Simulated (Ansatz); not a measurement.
```yaml
crystal:
  periodic: [false, false, false]
  atoms:
    - {symbol: N, position_ang: [-1.184331, 0.935152, -0.975860]}
    - {symbol: Al, position_ang: [-0.106279, 0.730834, 0.325134]}
    - {symbol: Ga, position_ang: [1.052433, -1.537979, 0.808075]}
    - {symbol: H, position_ang: [-1.209528, 0.349146, -1.700703]}
    - {symbol: H, position_ang: [-1.780297, 1.878347, -1.030803]}
    - {symbol: H, position_ang: [-0.102516, 1.841115, 1.294896]}
    - {symbol: H, position_ang: [2.482556, -1.689939, 0.262213]}
    - {symbol: H, position_ang: [0.337651, -2.830108, 1.527739]}
basis:
  gaussian: {orbitals: cc-pVTZ-DK}
magnetization: {spin_polarized: true, initial_magnetization: 2}
hamiltonian: {xc: {name: revPBE0}, dispersion: d3bj}
relax: {f_tol: 0.001, max_steps: 3}
```

```sh
$ ansatz run in.yaml --threads 2 --pin off --events-out ev --progress --plain --max-ram 4352MiB
```

Task: How does Ansatz answer? (An estimate is asked.)

Result: Ansatz gave: The run did not converge.
```
Functional definition: revPBE0
1179 factors; their error is unknown
mean field evaluation 1: about -61060.8114 eV, gradient 4.5e1 eV
mean field evaluation 2: about -61026.6623 eV, gradient 8.0e1 eV
mean field evaluation 4: about -61068.6928 eV, gradient 3.1e0 eV
mean field evaluation 8: about -61068.7798 eV, gradient 1.6e-1 eV
mean field evaluation 16: about -61069.0595 eV, gradient 3.0e-3 eV
mean field -61069.05948957 eV, -2244.2465421464 hartree, gradient 5.4e-5 eV, S^2 2.004636; 2 other end points of the search recorded, 0 dependent functions left out
reference -61069.05953926 eV, -2244.2465439726 hartree; 29, 27 occupied and 148, 150 virtual orbitals, 1179 factors
relax step   1: F+E_penalty+E_count = -61069.31011223 eV  Δ(F+E_penalty+E_count) = +0.000e0 eV  max|allowed force component| = 5.445e0 eV/Å  Δτ_max = 0.0000 Å  (46 SCF iters, accepted)
1179 factors; their error is unknown
mean field evaluation 32: about -61069.8990 eV, gradient 7.6e-5 eV
mean field -61069.89896977 eV, -2244.2773924746 hartree, gradient 2.6e-5 eV, S^2 2.004838; 0 other end points of the search recorded, 0 dependent functions left out
reference -61069.89901857 eV, -2244.2773942683 hartree; 29, 27 occupied and 148, 150 virtual orbitals, 1179 factors
relax step   2: F+E_penalty+E_count = -61070.14638029 eV  Δ(F+E_penalty+E_count) = -8.363e-1 eV  max|allowed force component| = 1.148e0 eV/Å  Δτ_max = 0.1986 Å  (40 SCF iters, accepted)
1179 factors; their error is unknown
mean field -61070.18929728 eV, -2244.2880618141 hartree, gradient 2.2e-5 eV, S^2 2.004911; 0 other end points of the search recorded, 0 dependent functions left out
reference -61070.18934548 eV, -2244.2880635852 hartree; 29, 27 occupied and 148, 150 virtual orbitals, 1179 factors
relax step   3: F+E_penalty+E_count = -61070.43823531 eV  Δ(F+E_penalty+E_count) = -2.919e-1 eV  max|allowed force component| = 6.906e-1 eV/Å  Δτ_max = 0.2000 Å  (37 SCF iters, accepted)
Error: geometry relaxation did not converge after 3 steps: max|allowed force component| = 6.91e-1 eV/Å (threshold 1.0e-3). Raise `relax.max_steps` over both its present limit and 3, loosen `relax.f_tol`, or start from a geometry closer to equilibrium. Where this run's directory can be resumed (`checkpoint.write`), a resume goes on for up to `relax.max_steps` more
```
